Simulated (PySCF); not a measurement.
An excited-state job on `ClC1=COC=CC1`.

Computed with TDDFT CAM-B3LYP/def2-SVPD, vertical, gas phase, core orbitals frozen in the response (PySCF 2.14.0, density-fitted response routines). Geometry: GFN2-xTB. The input is one job of a driver script: a line of settings, then coordinates in Å.

Input:
```
{"job": {"kind": "uv", "xc": "CAM-B3LYP", "basis": "def2-SVPD", "nstates": 8, "ntriplets": 3}, "charge": 0, "multiplicity": 1}
Cl     2.366594     1.623340    -0.441050
C      1.064031     0.518779    -0.177254
C      1.310601    -0.780397    -0.061935
O      0.350739    -1.723868     0.146791
C     -0.930161    -1.262261     0.238847
C     -1.294541     0.006349     0.140777
C     -0.308816     1.119294    -0.091565
H      2.296252    -1.214189    -0.121696
H     -1.620378    -2.074971     0.405234
H     -2.334284     0.274972     0.227925
H     -0.546128     1.660377    -1.016276
H     -0.352711     1.851890     0.724175
```

Output:
```
coarse grid: 11240 points
cycle   1  E = -728.3200354598  dE =  1.382e+00  |g| = 4.781e-01  |ddm| = 6.981e+00
cycle   2  E = -728.3139342456  dE =  6.101e-03  |g| = 5.531e-01  |ddm| = 1.967e+00
cycle   3  E = -728.3694055634  dE = -5.547e-02  |g| = 8.502e-02  |ddm| = 9.934e-01
cycle   4  E = -728.3705761097  dE = -1.171e-03  |g| = 4.194e-02  |ddm| = 1.712e-01
cycle   5  E = -728.3710109477  dE = -4.348e-04  |g| = 8.909e-03  |ddm| = 8.657e-02
cycle   6  E = -728.3710320876  dE = -2.114e-05  |g| = 1.992e-03  |ddm| = 2.560e-02
cycle   7  E = -728.3710331475  dE = -1.060e-06  |g| = 6.193e-04  |ddm| = 4.532e-03
final grid: 105856 points
cycle   8  E = -728.4767318107  dE = -2.870e-05  |g| = 2.960e-03  |ddm| = 8.501e-02
cycle   9  E = -728.4767319416  dE = -1.310e-07  |g| = 2.998e-03  |ddm| = 1.294e-02
cycle  10  E = -728.4767339267  dE = -1.985e-06  |g| = 5.163e-04  |ddm| = 5.317e-03
cycle  11  E = -728.4767339741  dE = -4.737e-08  |g| = 2.014e-04  |ddm| = 1.270e-03
cycle  12  E = -728.4767339840  dE = -9.867e-09  |g| = 3.072e-05  |ddm| = 4.276e-04
cycle  13  E = -728.4767339842  dE = -2.410e-10  |g| = 1.155e-05  |ddm| = 1.017e-04
converged SCF energy = -728.4767339842

Static polarisability (au): isotropic 72.095, principal 49.673 75.497 91.114

Singlet excitations
state   eV       nm        f      main configurations
  1   5.1488    240.8   0.04252   H->L 0.98
  2   5.7712    214.8   0.00120   H->L+1 0.80
  3   6.3491    195.3   0.00093   H->L+2 0.56, H->L+1 0.13
  4   6.8180    181.8   0.03109   H->L+3 0.68, H-1->L 0.28
  5   6.8578    180.8   0.00725   H->L+4 0.36, H->L+5 0.24, H-1->L+1 0.17
  6   7.0881    174.9   0.00798   H->L+5 0.47, H->L+4 0.46
  7   7.2981    169.9   0.27915   H-1->L 0.61, H->L+3 0.27
  8   7.5852    163.5   0.00230   H->L+9 0.46, H-1->L+1 0.20

Triplet excitations (Tamm-Dancoff, eV): 3.7256 4.4357 5.4657
```

The SCF starts on a coarse grid where the log names one; the energy can jump when the final grid takes over, and dE then counts from the start density on the new grid. H and L stand for HOMO and LUMO; the number after each pair is its weight.

**Question.** How does the lowest singlet excitation compare with the HOMO–LUMO gap?

**Answer.** HOMO -7.69 eV and LUMO 0.82 eV give a gap of 8.51 eV; S1 at 5.15 eV lies 3.36 eV below it.

**Question.** Give the mean polarisability as a volume in Å³, and the ratio of the largest to the smallest principal value.

**Answer.** 72.095 au × 0.148185 = 10.68 Å³; 91.114/49.673 = 1.83.

In short: HOMO -7.69 eV, LUMO 0.82 eV; lowest singlet 5.15 eV; lowest triplet 3.73 eV (Tamm–Dancoff); mean polarisability 72.1 au.

**Question.** Estimate the wall time. Hardware: one thread of an Arm Neoverse V2, shared host.

**Answer.** About 27 s.
Labels such as C1 count atoms from 1, the log's own numbers from 0.
